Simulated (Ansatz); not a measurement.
Born–Oppenheimer molecular dynamics of C$_{2}$H$_{5}$BF$_{2}$OSi (12 atoms, charge 0, multiplicity 1). It goes on from the last frame of an earlier run, with new velocities.

Level of theory: Ansatz 0.2.0, RKS PBE-D4/STO-3G.

- ensemble: NVE (velocity Verlet)
- time step: 3 fs
- steps asked: 120
- starting velocities drawn for: 300 K
- seed: 492623

First frame:

```xyz
12
Properties=species:S:1:pos:R:3
F -0.342 -2.599 -0.918
C -0.403 -1.313 -0.389
F 1.040 -1.644 1.465
B -0.174 -0.942 1.219
Si -0.063 1.081 0.984
C -0.228 0.984 -0.902
O -0.039 -0.419 -1.415
H -1.163 -1.224 1.862
H -1.196 1.954 1.297
H 1.049 1.958 1.314
H 0.512 1.539 -1.577
H -1.255 1.332 -1.296
```

What does the run give?

All steps were run.

```
steps done                                               : 120
time covered                                             : 360 fs
mean temperature over the second half                    : 26604 K
spread of the potential energy over the second half      : 24.7 meV per atom
mean potential energy of the second half above the start : 1192.4 meV per atom
```

The conserved energy changed by up to 4100 meV per atom, so the integration failed: the time step of 3 fs is too long for the fastest motions that this run met, and the later frames carry no physical meaning.

What happens to the structure?

Parted: B4–Si5 2.04 → 3.33 Å, C6–H11 1.15 → 162.11 Å, C6–H12 1.15 → 189.60 Å. Joined: F1–B4 2.71 → 1.76 Å, C2–Si5 2.78 → 2.00 Å. It ends as C2H3BF2OSi + H + H. Pairs count as bonded within 1.25 times the sum of covalent radii (0.12 Å more for H–H). This is one draw of velocities; another would differ in detail.

How do temperature and energy run in time?


```csv
time (fs),T (K),potential energy less start (eV),conserved less start (meV/atom)
0.0,300,0.000,0.00
12.0,291,0.007,-0.38
24.0,604,0.679,89.32
36.0,1393,3.240,387.75
48.0,10210,7.882,1724.30
60.0,10597,8.263,1797.74
72.0,26806,13.846,4008.97
84.0,26783,13.880,4009.35
96.0,26687,14.008,4009.61
108.0,26651,14.051,4009.33
120.0,26397,14.383,4009.64
132.0,26556,14.178,4009.70
144.0,26399,14.396,4011.00
156.0,26644,14.054,4008.80
168.0,26553,14.179,4009.39
180.0,26578,14.165,4010.93
192.0,26725,13.962,4009.96
204.0,26557,14.193,4011.08
216.0,26739,13.952,4010.62
228.0,26617,14.115,4010.99
240.0,26637,14.102,4012.04
252.0,26680,14.033,4011.02
264.0,26236,14.614,4011.59
276.0,26616,14.108,4010.27
288.0,26675,14.071,4013.60
300.0,26513,14.325,4017.29
312.0,26453,14.466,4022.61
324.0,26417,14.694,4037.76
336.0,26883,14.573,4077.90
348.0,27113,14.433,4090.90
360.0,26683,14.406,4042.35
```

Run time: 2.8 min on 1 CPU thread of a shared host.
